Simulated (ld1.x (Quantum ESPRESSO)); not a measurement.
u(r) = r·R(r): atom against pseudo-atom (silicon (Si))

Columns: radius, all-electron u(r) and pseudo u(r) of the 3s shell (level -19.03 eV) of silicon in the configuration [Ne] 3s2 3p1; PBE, scalar-relativistic, TM semilocal scheme, ld1.x (Quantum ESPRESSO) 7.5.

```tsv
r (bohr)	all-electron	pseudo
0.103	0.1226	0.0841
0.205	-0.1505	0.1545
0.308	-0.3246	0.2029
0.410	-0.3526	0.2261
0.513	-0.2787	0.2320
0.615	-0.1506	0.2335
0.718	0.0005	0.2443
0.820	0.1509	0.2755
0.923	0.2914	0.3352
1.025	0.4132	0.4208
1.128	0.5161	0.5163
1.230	0.5982	0.5982
1.332	0.6619	0.6619
1.435	0.7092	0.7092
1.538	0.7408	0.7408
1.640	0.7585	0.7585
1.743	0.7644	0.7644
1.845	0.7603	0.7603
1.948	0.7478	0.7478
2.050	0.7288	0.7288
2.153	0.7044	0.7044
2.255	0.6763	0.6763
2.358	0.6451	0.6451
2.460	0.6123	0.6123
2.562	0.5786	0.5786
2.665	0.5440	0.5440
```

(1) How many radial nodes do the two functions have?

(2) At about which radius was the pseudo-wave matched?

(3) Is the pseudo-wave norm-conserving?

Answers

(1) The all-electron 3s function has n − l − 1 = 2; the pseudo-wave has 0, since the states of the same l below it are removed with the core.

(2) 1.20 bohr, where the columns begin to agree (steps of 0.10 bohr).

(3) Yes: the TM semilocal scheme keeps the norm inside the radius equal to the all-electron one, which fixes the energy derivative of the logarithmic derivative at the level.
